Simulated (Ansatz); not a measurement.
Start from `[SiH3]O/C=C\Br` and change one atom or group (the configuration at the double bond changes too) to get `Br/C=C/I`.

Ansatz, PBE0-D4/def2-TZVP geometries, multiplicity 1. Each molecule was computed in one conformer, which needn't be the lowest.

Elements past krypton have def2 core potentials. Scalar relativity is left out up to krypton.

```json
{"property": "LUMO energy (B3LYP/def2-TZVPP) / eV", "`[SiH3]O/C=C\\Br`": "-0.37"}
{"property": "HOMO–LUMO gap (PBE0/def2-TZVPP) / eV", "`[SiH3]O/C=C\\Br`": "6.59"}
{"property": "HOMO energy (ωB97M-V/def2-TZVPP) / eV", "`[SiH3]O/C=C\\Br`": "-8.92"}
{"property": "size of the dipole moment (ωB97M-V/def2-TZVPP) / D", "`[SiH3]O/C=C\\Br`": "2.43"}
{"property": "HOMO–LUMO gap (ωB97M-V/def2-TZVPP) / eV", "`[SiH3]O/C=C\\Br`": "10.50"}
{"property": "size of the dipole moment (PBE/def2-TZVPP) / D", "`[SiH3]O/C=C\\Br`": "2.28"}
```

Question: Give the same properties after the change, and the shifts. (An estimate is asked.)

Answer: The calculation gave: 
```json
{"property": "LUMO energy (B3LYP/def2-TZVPP) / eV", "`Br/C=C/I`": "-1.41", "shift": "-1.04"}
{"property": "HOMO–LUMO gap (PBE0/def2-TZVPP) / eV", "`Br/C=C/I`": "5.88", "shift": "-0.71"}
{"property": "HOMO energy (ωB97M-V/def2-TZVPP) / eV", "`Br/C=C/I`": "-9.13", "shift": "-0.21"}
{"property": "size of the dipole moment (ωB97M-V/def2-TZVPP) / D", "`Br/C=C/I`": "0.29", "shift": "-2.14"}
{"property": "HOMO–LUMO gap (ωB97M-V/def2-TZVPP) / eV", "`Br/C=C/I`": "9.96", "shift": "-0.54"}
{"property": "size of the dipole moment (PBE/def2-TZVPP) / D", "`Br/C=C/I`": "0.24", "shift": "-2.04"}
```

With PBE0 the HOMO falls by 0.31 eV and the LUMO falls by 1.02 eV, so the gap narrows by about 0.71 eV. PBE moves the HOMO by -0.37 eV and ωB97M-V by -0.21 eV. Dipoles are sizes alone; their direction can turn.

B3LYP here is the variant with VWN-RPA as its local correlation; programs differ in this.

Spin–orbit coupling is left out; it splits and shifts lone-pair levels of the heavy atoms by tenths of an eV.
